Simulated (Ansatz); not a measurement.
`[F][In]([Cl])[SeH]`. Total charge 0; spin multiplicity 1. In: def2 effective core potential.

```tsv
atom	x (Å)	y (Å)	z (Å)
F1	-0.214	-2.007	-0.306
In2	0.207	-0.128	-0.533
Cl3	1.167	0.386	-2.559
Se4	-0.313	1.434	1.303
H5	-0.847	0.315	2.095
```

Task: List the harmonic frequencies (cm⁻¹, unscaled) at PBE0-D4/def2-TZVP in Ansatz. (An estimate is asked.)

Result: Computed: 63, 104, 118, 217, 247, 383, 598, 621, 2438.

Task: Is this a minimum?

Result: Yes, all 9 modes are real.

Task: Give the ideal-gas thermochemistry at 298.15 K and 1 bar (rigid rotor, harmonic oscillator; point group Cs, symmetry number 1).

Result: Zero-point energy 28.6 kJ/mol; H(298) − E = 48.8 kJ/mol; entropy 369.3 J/(mol·K), of which translation 177.7, rotation 122.6, vibration 69.1; G(298) − E = -61.3 kJ/mol. Modes under 100 cm⁻¹ are hindered rotations or soft bends, so the harmonic entropy is rough.

Task: And at 400, 500, 600, 800 and 1000 K?

Result: 
```tsv
T (K)	H − E (kJ/mol)	S (J/mol/K)	G − E (kJ/mol)
400	58.0	395.7	-100.3
500	67.3	416.6	-141.0
600	76.9	434.1	-183.5
800	96.6	462.4	-273.3
1000	116.7	484.8	-368.1
```
